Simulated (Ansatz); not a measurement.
Ansatz (an electronic-structure program) input:

Ansatz 0.2 input:
```yaml
crystal:
  periodic: [false, false, false]
  atoms:
    - {symbol: O, position_ang: [-1.18455132, 1.23902331, -1.03554048]}
    - {symbol: C, position_ang: [-1.66669739, 0.13853112, -0.94274031]}
    - {symbol: C, position_ang: [-0.97880012, -1.03044707, -0.28858196]}
    - {symbol: C, position_ang: [0.18456151, -0.63870565, 0.61826635]}
    - {symbol: O, position_ang: [0.27194652, -1.12896265, 1.72223741]}
    - {symbol: Si, position_ang: [1.52812578, 0.63471690, 0.04191282]}
    - {symbol: H, position_ang: [-2.67370904, -0.07199844, -1.35390011]}
    - {symbol: H, position_ang: [-1.69644340, -1.64180255, 0.26464607]}
    - {symbol: H, position_ang: [-0.58488015, -1.65940836, -1.09974782]}
    - {symbol: H, position_ang: [1.62703953, 0.68447331, -1.43256375]}
    - {symbol: H, position_ang: [2.80325863, 0.14778592, 0.61517548]}
    - {symbol: H, position_ang: [1.19742777, 1.95815762, 0.60437047]}
basis:
  gaussian:
    orbitals: def2-TZVPD
hamiltonian:
  xc: {name: PBE}
total_charge: 1
magnetization: {spin_polarized: true, initial_magnetization: 1}
```

Q: Which total energy does the run end on?

A: -557.16788 Eh (PBE/def2-TZVPD). The basis has 288 functions.

This state (charge 1, doublet) is run at the relaxed geometry of the species with charge 0 and multiplicity 1.
